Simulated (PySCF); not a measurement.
# Löwdin shares of the frontier orbitals

Compound: C5H7NSSi.
Numbering: `[CH2:1]=[CH:2][SiH2:3][c:4]1[cH:5][cH:6][s:7][n:8]1` (hydrogens: H9, H10 on C1; H11 on C2; H12, H13 on Si3; H14 on C5; H15 on C6)

Computed, not measured: PySCF, TDDFT PBE0/def2-SVPD, vertical, gas phase, core orbitals frozen in the response. Geometry: GFN2-xTB, one conformer, isolated molecule. GFN2-xTB frequencies show an imaginary mode (21i cm⁻¹), so this geometry is no minimum at that level. Torsions of this conformer, `[CH2:1]=[CH:2][SiH2:3][c:4]1[cH:5][cH:6][s:7][n:8]1`: C1–C2–Si3–C4 -17°, C2–Si3–C4–C5 -107°.

Frontier orbitals with the atoms that hold most of them (Löwdin shares over 4%, at most four atoms; ? is withheld):

```json
{"orbital": "LUMO+2", "ε (eV)": "0.15", "atoms": "S7 63%, N8 11%, C6 8%"}
{"orbital": "LUMO+1", "ε (eV)": "-0.35", "atoms": "C1 35%, C2 32%, Si3 10%, H10 5%"}
{"orbital": "LUMO", "ε (eV)": "-1.24", "atoms": "?"}
{"orbital": "HOMO", "ε (eV)": "-7.64", "atoms": "S7 39%, C4 17%, C5 16%, N8 8%"}
{"orbital": "HOMO-1", "ε (eV)": "-7.89", "atoms": "?"}
{"orbital": "HOMO-2", "ε (eV)": "-8.03", "atoms": "N8 31%, C6 28%, C5 18%, C4 9%"}
{"orbital": "HOMO-3", "ε (eV)": "-8.14", "atoms": "N8 37%, C4 10%, C2 10%, C1 9%"}
```

(1) Which atoms hold the LUMO, and with what shares?

(2) Which atoms hold the HOMO-1, and with what shares?

(3) How does S1 compare with the orbital gap of 6.41 eV?

(4) One configuration dominates each of S2 and S4. Which, and how do the shares of the two leading atoms of either orbital change from the occupied to the empty one?

Results:

(1) S7 (bonded to C and N) 23%; N8 (bonded to C and S) 22%; C6 (bonded to C, S and H) 20%; C4 (bonded to C, N and Si) 15%. By element: carbon 34% or more, sulfur 23%, nitrogen 22%.

(2) C2 (bonded to C, Si and H) 28%; C1 (bonded to C and 2 H) 27%; N8 (bonded to C and S) 10%; Si3 (bonded to 2 C and 2 H) 8%. By element: carbon 55% or more, nitrogen 10%, silicon 8%.

(3) S1 is at 5.15 eV (f = 0.0058), 1.25 eV below the gap, made of HOMO-3→LUMO (54%), HOMO-1→LUMO (30%), HOMO-2→LUMO (10%). Its leading pair isn't HOMO and LUMO; the energies of that pair differ by 6.90 eV. Without the coupling terms of the response equations the lowest excitation would equal the gap.

(4) 
- S2 (5.58 eV, f 0.146), HOMO→LUMO (85%): S7 39% → 23%, C4 17% → 15%, N8 8% → 22%
- S4 (6.07 eV, f 0.022), HOMO-2→LUMO (78%): N8 31% → 22%, C6 28% → 20%, S7 at most 10% → 23%

Löwdin shares depend on the basis, the more so with diffuse functions.

Time: 1.7 min (with the writing of density and orbital grids); peak memory 0.92 GiB. Hardware: one thread, Arm Neoverse N1 (aarch64) (shared host).
